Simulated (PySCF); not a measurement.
**J couplings in (H2Ga-mu-AsH2)3**

Geometry:
```csv
atom,x (Å),y (Å),z (Å)
Ga1,-2.142,1.523,-0.175
H2,-2.887,2.128,1.065
H3,-2.530,1.750,-1.676
As4,0.291,2.092,0.042
Ga5,2.225,0.938,-1.043
H6,2.014,1.050,-2.592
H7,3.531,1.328,-0.269
As8,1.643,-1.406,-0.356
Ga9,-0.046,-2.055,1.375
H10,0.271,-1.187,2.643
H11,-0.238,-3.610,1.358
As12,-1.982,-0.949,0.242
H13,0.411,3.558,-0.304
H14,0.598,2.209,1.516
H15,1.321,-2.186,-1.609
H16,2.931,-2.113,-0.013
H17,-2.215,-1.673,-1.063
H18,-3.252,-1.381,0.936
```

Couplings: PBE/pcJ-1 (pcSseg-1 on As, pcSseg-1 on Ga) (without the spin–dipole term) in PySCF 2.14, geometry PBE0-D3(BJ)/def2-SVP; gas phase, one conformer, non-relativistic. Couplings are averaged over pairs made equivalent by symmetry, fast rotation or ring inversion, so a value needn't be that of the named pair in this geometry, while other rotamers aren't included; one pair stands for each set, and the list holds those of at least 1.5 Hz over up to four bonds.

Isotopes: $^{1}$H.

| pair | bonds | J (Hz) |
| --- | --- | --- |
| H2, H3 | 2 | 23.7 |
| H13, H14 | 2 | ? |
| H2, H13 | 3 | ? |

Q: Estimate the withheld couplings, with signs.

A: 
- $^{2}J$(H13,H14) = -7.7 Hz
- $^{3}J$(H2,H13) = 2.7 Hz (mean over equivalent pairs that range from -1.7 to 11.2 Hz in this conformer)

Relativistic effects of the heavier atoms present are left out.
